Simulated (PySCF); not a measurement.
Vertical excitations of a molecule CH6MoN2OS, multiplicity 1 from TDA-CAM-B3LYP/def2-SVPD in PySCF 2.14.0, as energy in eV (oscillator strength): 4.26 (0.017), 4.54 (0.035), 4.67 (0.003), 4.80 (0.003), 4.90 (0.002), 5.08 (0.013), 5.23 (0.009), 5.38 (0.019), 5.56 (0.018), 5.59 (0.007). Lowest triplet (TDA): 3.80 eV. Geometry optimised at PBE0-D3(BJ)/def2-SVP. The multiplicity is an assumed one; other spin states were not compared. The def2 effective core potentials stand for the cores of Mo; spin–orbit coupling is left out. One conformer was computed; it need not be the lowest.

Identify the compound among the candidates.
A. C[N]=[Mo]([NH2])(=[O])[SH]
B. C[N]=[Mo]([NH2])([OH])=[S]
C. C[O][Mo](=[NH])(=[NH])[SH]
D. C[N]=[Mo](=[NH])([OH])[SH]

C, C[O][Mo](=[NH])(=[NH])[SH]
